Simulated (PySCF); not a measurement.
C2F4O.
Bonds: O1–C2 (double), C2–F3, C2–C4, C4–F5, C4–F6, C4–F7.

Method: PBE0-D3(BJ)/def2-SVP geometry optimisation, gas phase in PySCF 2.14.0; density fitting, grid level 1; the optimiser is geomeTRIC in internal coordinates, started from a GFN2-xTB structure.

Geometry at step 2:
```
atom  x, y, z in Å
O1      1.5973   -0.8789   -0.3428
C2      0.4838   -0.7747    0.0215
F3     -0.1763   -1.7939    0.5166
C4     -0.3270    0.5570   -0.0339
F5     -0.6781    0.9589    1.1735
F6     -1.3893    0.4622   -0.8070
F7      0.4947    1.4677   -0.5536
```

**Question.** Give the atomic forces at this geometry.

**Answer.** 
```
atom  Fx (eV/Å)  Fy (eV/Å)  Fz (eV/Å)
  O1      0.140      0.222     -0.103
  C2      0.238      0.162     -0.166
  F3     -0.696      0.042      0.249
  C4      1.131      0.123     -0.292
  F5     -0.228     -0.199      0.144
  F6     -0.271     -0.232      0.054
  F7     -0.315     -0.117      0.114
```

The largest, 1.18 eV/Å, acts on C4; the rms over all components is 0.344 eV/Å. The forces sum to zero within rounding, as they must for an isolated molecule in no field.

**Question.** Give the force on C4 in Eh/bohr and in nN.

**Answer.** 1.175 eV/Å ÷ 51.422 = 0.02285 Eh/bohr, and 1.175 eV/Å × 1.602 = 1.88 nN.

**Question.** How far is this geometry from the end of the optimisation?

**Answer.** 0.070 eV above it, and 0.063 Å rms away after alignment. The bonds farthest from their final lengths, with half the difference of the two atoms' forces along the bond (positive lengthens):

```json
{"bond": "C2–C4", "now (Å)": "1.560", "final (Å)": "1.537", "force along bond (eV/Å)": "-0.25"}
{"bond": "C4–F7", "now (Å)": "1.332", "final (Å)": "1.318", "force along bond (eV/Å)": "-0.61"}
{"bond": "C2–F3", "now (Å)": "1.311", "final (Å)": "1.323", "force along bond (eV/Å)": "+0.36"}
{"bond": "C4–F6", "now (Å)": "1.317", "final (Å)": "1.327", "force along bond (eV/Å)": "+0.48"}
{"bond": "C4–F5", "now (Å)": "1.320", "final (Å)": "1.327", "force along bond (eV/Å)": "+0.33"}
```

The angle farthest from its final value is F3–C2–C4, 114.5° against 109.6°.

Of the 4 listed bonds off by 0.010 Å or more, this force points towards the final length in 4.

The cost below is that of the whole optimisation. On Arm Neoverse N1, one thread, shared host, this took 33 s and 0.40 GiB of memory at its peak.
